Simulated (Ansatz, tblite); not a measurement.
Isomers of Ge$_{3}$Te$_{3}$ (singlet), found by a short tight-binding search and relaxed with r2SCAN-D4/def2-SVP in Ansatz.

In the def2 sets Te takes a core potential; there is no spin–orbit coupling. The xTB rows come from tblite. LC-ωPBE has ω = 0.4 bohr⁻¹. HSE06 is defined as in plane-wave codes, on full-range PBE exchange. Correlated methods freeze 39 core orbitals; core or outer-core shells of Ge, Te are correlated, in sets that lack core-valence functions.

Run but left out: HF/def2-TZVP (B: restricted singlet, unstable towards broken spin symmetry); HF/def2-TZVP (C: restricted singlet, unstable towards broken spin symmetry).

B: The restricted singlet is unstable towards broken spin symmetry in Hartree–Fock (as tested in another run); at PBE-D4/def2-TZVP, r2SCAN-D4/def2-TZVP, PBE0-D4/def2-TZVP, HSE06-D4/def2-TZVP and others this wasn't settled. At MP2/def2-TZVP the restricted singlet (for correlated methods, its reference) is unstable: a solution with broken spin symmetry lies lower. C: The restricted singlet is unstable towards broken spin symmetry in Hartree–Fock (as tested in another run); at PBE-D4/def2-TZVP, r2SCAN-D4/def2-TZVP, PBE0-D4/def2-TZVP, HSE06-D4/def2-TZVP and others this wasn't settled. At MP2/def2-TZVP the restricted singlet (for correlated methods, its reference) is unstable: a solution with broken spin symmetry lies lower.

Other spin states weren't relaxed.

A:

Cartesian coordinates in Å:
```
Ge -0.341 -1.335 -0.749
Ge -1.256 0.371 2.175
Ge 2.305 0.956 -0.527
Te -2.545 -0.018 0.030
Te 0.633 0.553 -2.388
Te 1.204 -0.527 1.459
```

B:

```xyz
6

Ge    0.217   -2.001    0.699
Ge    0.853    2.146   -0.283
Ge    1.130   -0.254   -1.231
Te    1.502    0.278    1.473
Te   -1.434    0.867   -1.222
Te   -2.268   -1.036    0.564
```

C:

Cartesian coordinates in Å:
```
Ge 1.4758 -0.0432 -0.3395
Ge -0.5090 1.2525 -1.5076
Ge -0.6849 0.7990 1.0900
Te -1.6442 -1.1419 -1.8125
Te -0.3839 -1.8874 0.5319
Te 1.7460 1.0209 2.0377
```

Task: Estimate their order by electronic energy at PBE0-D4/def2-TZVP, counted from the lowest.

Result: C (0.0) < A (1.7) < B (5.1), in kcal/mol.

Task: Do the other levels pick the same lowest one?

Result: Not GFN1-xTB, GFN2-xTB. Energies above each level's lowest (kcal/mol):

```csv
level,A,B,C
GFN1-xTB,0.0,12.7,11.2
GFN2-xTB,0.0,6.0,6.5
PBE-D4/def2-TZVP,0.1,4.1,0.0
r2SCAN-D4/def2-TZVP,1.6,6.0,0.0
PBE0-D4/def2-TZVP,1.7,5.1,0.0
HSE06-D4/def2-TZVP,1.6,5.1,0.0
LC-ωPBE/def2-TZVP,5.9,7.4,0.0
MP2/def2-TZVP,10.5,8.4,0.0
```
Point groups (tolerance 0.1 Å): A not assigned, B not assigned, C Cs. Lower isomers may exist.
